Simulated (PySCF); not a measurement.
I2, SMILES II (connectivity only; charge and spin as stated), charge +1, multiplicity 2. Atoms are numbered in the order given.

```xyz
2

I      0.0000     0.0000    -1.2854
I      0.0000     0.0000     1.2854
```
Charge +1, spin multiplicity 2.

Geometry: PBE0-D3(BJ)/def2-TZVP. The spin state was assumed, not searched. The def2 effective core potentials stand for the cores of I; spin–orbit coupling is left out.

All values below come from PBE0-D3(BJ)/def2-TZVP run with PySCF.

Frequencies are harmonic and unscaled.

Computed harmonic wavenumbers and intensities:
```csv
mode,ν (cm⁻¹),IR (km/mol),moving atoms (share of kinetic energy)
1,255,0.0,I 100 %
```
